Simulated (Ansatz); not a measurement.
Reaction (substitution at a C–N bond): `CCN=C=CO` + `[SiH3]S` → `CCS[SiH3]` + `N=C=CO`

Isolated molecules relaxed with PBE0-D4/def2-TZVP in Ansatz; ΔE leaves out vibrations. CCSD(T)/CBS is the MP2 limit (def2-TZVPP, def2-QZVPP) plus CCSD(T) − MP2 in def2-TZVPP, frozen cores. This one scheme is used for every species. Functionals use def2-TZVPP. Each species was taken in one conformer, which may not be the lowest.

`CCN=C=CO`:

```xyz
13

C    -0.327   -0.490   -2.051
C    -0.496    0.594   -1.007
N     0.659    0.618   -0.116
C     0.531    0.465    1.091
C     0.527    0.323    2.394
O     0.633   -0.864    3.077
H    -0.311   -1.479   -1.588
H    -1.152   -0.461   -2.765
H     0.610   -0.355   -2.596
H    -1.429    0.459   -0.446
H    -0.533    1.572   -1.495
H     0.412    1.182    3.039
H     0.877   -1.562    2.463
```

`[SiH3]S`:

```xyz
6

Si    0.507   -0.135   -0.057
S    -1.546   -0.390    0.480
H     0.664    0.126   -1.510
H     1.155   -1.419    0.300
H     1.136    0.977    0.700
H    -1.917    0.840    0.088
```

`CCS[SiH3]`:

Z-matrix (Å, degrees):
```
C
C 1 1.515
H 1 1.092 2 111.1
H 1 1.093 2 110.1 3 -119.8
H 1 1.092 2 111.1 3 120.3
S 2 1.827 1 109.6 3 -60.3
H 2 1.092 1 110.7 3 179.8
H 2 1.092 1 110.7 3 59.6
Si 6 2.123 2 99.3 1 179.9
H 9 1.483 6 106.5 2 179.8
H 9 1.488 6 111.2 2 59.9
H 9 1.488 6 111.2 2 -60.3
```

`N=C=CO`:

Z-matrix (Å, degrees):
```
C
C 1 1.310
O 1 1.372 2 126.0
H 1 1.081 2 120.1 3 -176.8
N 2 1.228 1 171.7 3 -92.7
H 3 0.961 1 109.4 2 15.8
H 5 1.022 2 114.0 1 -178.4
```

| level | ΔE (eV) |
| --- | --- |
| PBE | -0.01 |
| HF/def2-TZVPP | 0.07 |
| MP2/def2-TZVPP | 0.00 |
| MP2/def2-QZVPP | -0.02 |

(1) What does CCSD(T)/CBS give? (Best estimate.)

Largest T1 diagnostic among the species: 0.014.

Answers

(1) Computed: -0.03 eV. The listed levels differ from it by 0.02, 0.10, 0.03, 0.01 eV.

The D4 term adds −0.04 eV with B3LYP and −0.02 eV with PBE0; it sums over pairs of atoms, weighted by their polarisabilities, and B3LYP, whose exchange is more repulsive, gets the larger term. In def2-TZVPP, CCSD(T) changes the Hartree–Fock value by −0.06 eV (the triples alone add −0.01 eV) and MP2 by −0.08 eV.

B3LYP here is the variant with VWN-RPA as its local correlation; programs differ in this.
